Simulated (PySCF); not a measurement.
PySCF job for CH₃ClGa, SMILES [CH3][Ga][Cl], multiplicity 2, C-PCM-ωB97X/def2-SVP. Geometry optimised at B3LYP-D3(BJ)/def2-TZVP. The multiplicity is an assumed one; other spin states were not compared. The isomer is the one that the SMILES or the coordinates give; other isomers of the formula were not compared.

```python
import numpy as np
from pyscf import gto, scf, dft
from pyscf.solvent import pcm

mol = gto.M(
    atom='''
    Ga    0.49308449   -0.35978879    0.00000000
    C    -0.89918259   -1.83862970   -0.00000000
    H    -1.50810936   -1.69399395   -0.89291976
    H    -1.50810935   -1.69399395    0.89291976
    H    -0.43470200   -2.82093358   -0.00000000
    Cl   -0.37880018    1.67024425   -0.00000000
    ''',
    basis='def2-SVP',
    charge=0,
    spin=1,
    max_memory=1600,
    verbose=3,
)
mf = dft.UKS(mol, xc='wb97x').density_fit(auxbasis='def2-universal-jkfit')
mf.grids.level = 3
mf.conv_tol = 1e-9
mf.max_cycle = 100
mf.kernel()
fine, coarse = mf.grids, dft.Grids(mol).set(level=1).build(with_non0tab=True)
for _ in range(3):  # follow internal instabilities
    mf.grids = coarse
    mo, _, stable, _ = mf.stability(return_status=True, nroots=4)
    mf.grids = fine
    if stable:
        break
    mf.kernel(mf.make_rdm1(mo, mf.mo_occ))
res = {}
for name, eps in {'water': 78.355, 'ethylethanoate': 5.9867, 'n-hexane': 1.8819}.items():
    s = mf.PCM()
    s.with_solvent.method, s.with_solvent.eps, s.with_solvent.lebedev_order = 'C-PCM', eps, 29
    s.kernel(mf.make_rdm1())
    res[name] = (s.e_tot, eps, s.dip_moment(), s.mo_energy, s.converged)
    print(f'{name}: electrostatic solvation free energy {(s.e_tot - mf.e_tot) * 627.509474:.3f} kcal/mol')
```

Output:

```

WARN: HOMO -0.158104587421951 >= LUMO -0.15810458742195

converged SCF energy = -2424.59869202639  <S^2> = 0.75588885  2S+1 = 2.0058802
<class 'pyscf.df.df_jk.DFUKS'> wavefunction is stable in the internal stability analysis

WARN: PCM is an experimental feature. It is still in testing.
Features and APIs may be changed in the future.

converged SCF energy = -2424.60547738106  <S^2> = 0.75581064  2S+1 = 2.0058022
Dipole moment(X, Y, Z, Debye):  0.49779, -3.50670,  0.00000
water: electrostatic solvation free energy -4.258 kcal/mol

WARN: PCM is an experimental feature. It is still in testing.
Features and APIs may be changed in the future.

converged SCF energy = -2424.60424426104  <S^2> = 0.75581759  2S+1 = 2.0058092
Dipole moment(X, Y, Z, Debye):  0.45396, -3.33956,  0.00000
ethylethanoate: electrostatic solvation free energy -3.484 kcal/mol

WARN: PCM is an experimental feature. It is still in testing.
Features and APIs may be changed in the future.

converged SCF energy = -2424.60161235389  <S^2> = 0.75584289  2S+1 = 2.0058344
Dipole moment(X, Y, Z, Debye):  0.36499, -2.99601,  0.00000
n-hexane: electrostatic solvation free energy -1.833 kcal/mol
```

Self-consistency was reached.
